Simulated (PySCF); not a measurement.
B3LYP has the VWN-RPA correlation part, as in Gaussian. 

## H₃Al, SMILES `[AlH3]` (charge 0, multiplicity 1)

These are PySCF 2.14.0 with B3LYP-D3(BJ)/def2-TZVPD values and carry that method's errors.

```json
{
 "HOMO": "-8.40 eV",
 "dipole_moment": "0.00 D",
 "LUMO": "-1.98 eV",
 "HOMO–LUMO gap": "6.43 eV",
 "total_energy": "-244.2347 Ha",
 "cost": "around 13 core-seconds (rough)"
}
```

Bond lengths (Å): Al1–H2 1.580, Al1–H3 1.580, Al1–H4 1.580. Angles (°): H2–Al1–H3 120.0, H2–Al1–H4 120.0, H3–Al1–H4 120.0.
Charge 0, spin multiplicity 1.
